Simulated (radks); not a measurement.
Species: Ho II. Configuration: [Xe] 4f11 6s1.

Calculated with a radial shooting solver on a logarithmic mesh with Libxc functionals: Dirac Kohn-Sham, exchange-only LDA, spin-unpolarised, spherical densities, point nucleus; open shells are shared between the two j in proportion to 2j + 1.

Energy parts (hartree):
part                   energy
total             -12613.3997
kinetic            13883.1484
electron-nucleus  -31161.2646
Hartree             4921.3776
exchange            -256.6611

Orbitals (lengths in bohr, moments of r in powers of bohr; r(90%) holds 90 % of the orbital's charge):
[
 {"orbital": "1s1/2", "occ.": "2", "eigenvalue (hartree)": "-2035.557", "<1/r>": "76.02", "r(90%)": "0.0376", "<r^2>": "0.0005888"},
 {"orbital": "2s1/2", "occ.": "2", "eigenvalue (hartree)": "-340.4721", "<1/r>": "18.24", "r(90%)": "0.136", "<r^2>": "0.009120"},
 {"orbital": "2p1/2", "occ.": "2", "eigenvalue (hartree)": "-324.1613", "<1/r>": "18.22", "r(90%)": "0.120", "<r^2>": "0.006586"},
 {"orbital": "2p3/2", "occ.": "4", "eigenvalue (hartree)": "-292.7057", "<1/r>": "15.88", "r(90%)": "0.130", "<r^2>": "0.007809"},
 {"orbital": "3s1/2", "occ.": "2", "eigenvalue (hartree)": "-76.16069", "<1/r>": "6.667", "r(90%)": "0.337", "<r^2>": "0.06041"},
 {"orbital": "3p1/2", "occ.": "2", "eigenvalue (hartree)": "-69.01254", "<1/r>": "6.586", "r(90%)": "0.330", "<r^2>": "0.05596"},
 {"orbital": "3p3/2", "occ.": "4", "eigenvalue (hartree)": "-62.44552", "<1/r>": "5.988", "r(90%)": "0.348", "<r^2>": "0.06288"},
 {"orbital": "3d3/2", "occ.": "4", "eigenvalue (hartree)": "-50.15180", "<1/r>": "5.874", "r(90%)": "0.320", "<r^2>": "0.04966"},
 {"orbital": "3d5/2", "occ.": "6", "eigenvalue (hartree)": "-48.71577", "<1/r>": "5.728", "r(90%)": "0.326", "<r^2>": "0.05158"},
 {"orbital": "4s1/2", "occ.": "2", "eigenvalue (hartree)": "-15.17076", "<1/r>": "2.793", "r(90%)": "0.747", "<r^2>": "0.3045"},
 {"orbital": "4p1/2", "occ.": "2", "eigenvalue (hartree)": "-12.33433", "<1/r>": "2.685", "r(90%)": "0.770", "<r^2>": "0.3185"},
 {"orbital": "4p3/2", "occ.": "4", "eigenvalue (hartree)": "-10.85425", "<1/r>": "2.477", "r(90%)": "0.816", "<r^2>": "0.3572"},
 {"orbital": "4d3/2", "occ.": "4", "eigenvalue (hartree)": "-6.17801", "<1/r>": "2.256", "r(90%)": "0.889", "<r^2>": "0.4053"},
 {"orbital": "4d5/2", "occ.": "6", "eigenvalue (hartree)": "-5.90956", "<1/r>": "2.205", "r(90%)": "0.906", "<r^2>": "0.4206"},
 {"orbital": "4f5/2", "occ.": "4.71429", "eigenvalue (hartree)": "-0.33068", "<1/r>": "1.613", "r(90%)": "1.48", "<r^2>": "0.9845"},
 {"orbital": "4f7/2", "occ.": "6.28571", "eigenvalue (hartree)": "-0.29477", "<1/r>": "1.584", "r(90%)": "1.53", "<r^2>": "1.050"},
 {"orbital": "5s1/2", "occ.": "2", "eigenvalue (hartree)": "-2.04507", "<1/r>": "1.046", "r(90%)": "1.85", "<r^2>": "1.842"},
 {"orbital": "5p1/2", "occ.": "2", "eigenvalue (hartree)": "-1.28006", "<1/r>": "0.9140", "r(90%)": "2.14", "<r^2>": "2.385"},
 {"orbital": "5p3/2", "occ.": "4", "eigenvalue (hartree)": "-1.09438", "<1/r>": "0.8385", "r(90%)": "2.31", "<r^2>": "2.774"},
 {"orbital": "6s1/2", "occ.": "1", "eigenvalue (hartree)": "-0.30588", "<1/r>": "0.3395", "r(90%)": "5.41", "<r^2>": "15.48"}
]

The highest occupied level is 4f7/2 at -8.021 eV. For comparison, the ionisation energy in NIST's Atomic Spectra Database is 11.78 eV (semi-empirical). In exact Kohn-Sham theory the highest level is minus the ionisation energy, but local and semilocal functionals leave it too shallow, through self-interaction and a potential that decays too fast; potentials with the right tail come closer.

Run on one thread of a shared host, so times are rough (Arm Neoverse N1): 0.25 s of CPU time, 0.25 s wall, 17 iterations on 2648 mesh points.

Beside tabulated values, note that spin-unpolarised runs miss the spin-polarisation part of the exchange energy of open shells.
